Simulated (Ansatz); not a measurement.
Input for Ansatz (a first-principles code): R-CCSD(T)/cc-pVDZ on AsGeH5 (SMILES [GeH3][AsH2]), a point of a torsion scan. The run froze 28 orbitals, filled d shells among them.

Ansatz 0.2 input:
```yaml
crystal:
  periodic: [false, false, false]
  atoms:
    - {symbol: Ge, position_ang: [-0.80728230, 0.03451865, -0.02847516]}
    - {symbol: As, position_ang: [1.55667996, -0.24793864, 0.00326829]}
    - {symbol: H, position_ang: [-1.57181545, -0.88706530, -0.94364283]}
    - {symbol: H, position_ang: [-1.28874243, 1.41205219, -0.40487728]}
    - {symbol: H, position_ang: [-1.43978703, -0.20443427, 1.31949126]}
    - {symbol: H, position_ang: [1.75270080, 0.91912787, -0.91957649]}
    - {symbol: H, position_ang: [1.51413048, -1.15740489, -1.19007023]}
basis:
  gaussian:
    orbitals: cc-pVDZ
magnetization: {spin_polarized: false}
correlation: {method: ccsd_t, electrons: outside_noble_gas}
scf: {lower_state_search: off}
```

Program output:

```
WARN ansatz: RAYON_NUM_THREADS=1 ignored (pool sized by the plan → 1); use --threads N
Functional definition: HF
these checks for a lower state are left out or cut short: stability, starts, cluster_reference, orbital_swaps, neighbouring_geometries, increment
integrals: 0.07 GiB planned
870 factors; integrals over basis functions are off by at most 1.0e-3 eV
mean field: 0.22 GiB planned
mean field evaluation 1: about -117345.6642 eV, gradient 1.1e1 eV
mean field evaluation 2: about -117345.6681 eV, gradient 1.2e1 eV
mean field evaluation 4: about -117346.4203 eV, gradient 8.9e-1 eV
mean field evaluation 8: about -117346.4262 eV, gradient 1.6e-5 eV
mean field -117346.42619143 eV, -4312.4016222705 hartree, gradient 2.2e-6 eV, S^2 0.000000; 0 other end points of the search recorded, 0 dependent functions left out
28 core orbitals not correlated
reference -117346.42619143 eV, -4312.4016222705 hartree; 7, 7 occupied and 44, 44 virtual orbitals, 870 factors
second order -5.93602371 eV of doubles, -0.00000000 eV of singles
coupled cluster: 0.13 GiB planned
cycle   1  -6.83796631 eV  change   -9.0e-1 eV  update   7.1e-2
cycle   2  -7.15570806 eV  change   -3.2e-1 eV  update   2.4e-2
cycle   3  -7.17068031 eV  change   -1.5e-2 eV  update   6.0e-3
cycle   4  -7.16876535 eV  change    1.9e-3 eV  update   2.0e-3
cycle   5  -7.16819979 eV  change    5.7e-4 eV  update   6.1e-4
cycle   6  -7.16810768 eV  change    9.2e-5 eV  update   1.9e-4
cycle   7  -7.16813336 eV  change   -2.6e-5 eV  update   5.9e-5
cycle   8  -7.16814395 eV  change   -1.1e-5 eV  update   1.6e-5
perturbative correction -0.17875062 eV, -0.0065689641 hartree
Total energy: -117353.77308599 eV, -4312.6716156658 hartree
Checks for a lower state left out: stability, starts, cluster_reference, orbital_swaps, neighbouring_geometries, increment
```

The run converged.

Cost: around 7 core-seconds (rough).
